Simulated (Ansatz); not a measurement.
Cost and result for the atomization energy of `O[Si](O)(F)C[SiH2]Cl` (13 atoms, 12 bonds).

Z-matrix (Å, degrees):
```
Si
O 1 1.627
F 1 1.598 2 108.8
O 1 1.623 2 108.1 3 -119.4
C 1 1.848 2 114.1 3 119.1
H 2 0.961 1 117.1 3 -61.8
H 4 0.959 1 118.2 2 38.1
Si 5 1.857 1 115.8 2 -70.7
H 5 1.094 1 108.5 2 52.7
H 5 1.097 1 108.4 2 168.9
Cl 8 2.076 5 109.6 1 48.1
H 8 1.479 5 111.7 1 -70.1
H 8 1.482 5 112.0 1 165.6
```

Total charge 0; spin multiplicity 1. All single points use the PBE0-D4/def2-TZVP geometry. It is one conformer, not always the lowest. Program: Ansatz. All runs use 2 threads of an AMD EPYC 7R13 on a shared host and a share of an NVIDIA H100 80 GB. Times are those of one run each, without the atoms' runs, and a repeat can differ threefold. Electronic energies, without spin–orbit coupling; frozen cores. CCSD(T)/CBS adds CCSD(T) − MP2 in def2-TZVPP to the MP2 limit, and its time is that of the two runs behind it. T1 = 0.011. B3LYP takes the VWN-RPA correlation (the form of Gaussian; ORCA's B3LYP/G).

CCSD(T)/CBS is a level of theory with its own doubt, some kJ/mol a heavy atom from the limit and from the frozen cores, so smaller differences don't rank the functionals.

```csv
level,functions,wall time
B2PLYP/def2-TZVPP,334,3 s
PBE0-D4/def2-TZVPP,334,3.3 s
PBE-D4/def2-TZVPP (with forces),334,3.9 s
r2SCAN-D4/def2-TZVPP (with forces),334,4 s
B3LYP-D4/def2-TZVPP (with forces),334,4.6 s
ωB97X-V/def2-TZVPP,334,5.5 s
MP2/def2-QZVPP,618,6 s
ωB97M-V/def2-TZVPP (with forces),334,7.5 s
CCSD(T)/def2-TZVPP,334,11 s
CCSD(T)/CBS(def2),–,17 s
```

Task: What atomization energy does each give, and how far from CCSD(T)/CBS? (An estimate is asked.)

Result: The calculation gave: 
```csv
level,atomization (kcal/mol),difference from CCSD(T)/CBS,per bond
B2PLYP/def2-TZVPP,1191.2,-23.4,-1.9
PBE0-D4/def2-TZVPP,1198.2,-16.4,-1.4
PBE-D4/def2-TZVPP (with forces),1217.7,3.1,0.3
r2SCAN-D4/def2-TZVPP (with forces),1211.5,-3.1,-0.3
B3LYP-D4/def2-TZVPP (with forces),1199.5,-15.1,-1.3
ωB97X-V/def2-TZVPP,1212.3,-2.3,-0.2
MP2/def2-QZVPP,1231.3,16.7,1.4
ωB97M-V/def2-TZVPP (with forces),1213.2,-1.4,-0.1
CCSD(T)/def2-TZVPP,1177.9,-36.7,-3.1
CCSD(T)/CBS(def2),1214.6,0.0,0.0
```

From PBE to PBE0 (25 % exact exchange), in def2-TZVPP and without D4, the atomization energy moves by −18.2 kcal/mol: exact exchange takes away binding that semilocal exchange gives to molecules. The D4 term adds +14.6 kcal/mol with B3LYP and +7.8 kcal/mol with PBE0; it sums over pairs of atoms, weighted by their polarisabilities, and B3LYP, whose exchange is more repulsive, gets the larger term. In def2-TZVPP, CCSD(T) changes the Hartree–Fock value by +288.2 kcal/mol (the triples alone add +17.5 kcal/mol) and MP2 by +319.5 kcal/mol; breaking electron pairs costs correlation energy, which Hartree–Fock lacks.
